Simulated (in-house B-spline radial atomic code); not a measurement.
Configurations of Al, with energies counted from [Ne] 3s2 3p1. Level of theory: non-relativistic B3LYP, spin-polarised, spherical fractional occupations, point nucleus; calculated with an all-electron radial atomic-structure program (B-spline basis). Shells without spins written out take the highest spin.

Caution: exact exchange at fractional occupations of open shells leaves self-interaction of up to several eV.

Occupations are held fixed; configurations that lie above the ionisation limit could autoionise.

```
                                          configuration  E - E(ref) (eV)  highest orbital  its <r> (bohr)
                                           [Ne] 3s2 4p1            3.588            4p up           9.911
                              [Ne] 3s2 4d(0 up, 1 down)           4.4393          4d down           16.81
                                       [Ne] 3s1 3p1 3d1           9.0117            3d up           8.027
[Ne] 3s(0 up, 1 down) 3p(1 up, 0 down) 4p(0 up, 1 down)            9.786          4p down           9.516
                               [He] 2s2 2p5 3s2 3p1 4s1           81.577            4s up           6.736
                               [He] 2s2 2p5 3s2 3p1 4d1           83.635            4d up           14.83
```

Problem. Order these further configurations by energy, lowest first.
A. [Ne] 3s2 4s(1 up, 0 down)
B. [Ne] 3s1 3p1 4p1
C. [He] 2s2 2p(2 up, 3 down) 3s2 3p(0 up, 1 down) 3d(1 up, 0 down)
D. [He] 2s2 2p5 3s2 3p2
E. [Ne] 3s2 4f1

Solution. A (2.603 eV), E (4.6787 eV), B (8.8213 eV), D (76.605 eV), C (83.097 eV).

Problem. How far above the reference does [Ne] 3s1 3p1 4s1 lie?

Solution. 7.7561 eV; its least bound orbital is 4s up with <r> = 7.123 bohr.

Problem. How far above the reference does [He] 2s2 2p5 3s2 3p1 4p1 lie?

Solution. 82.714 eV; its least bound orbital is 4p up with <r> = 8.953 bohr.
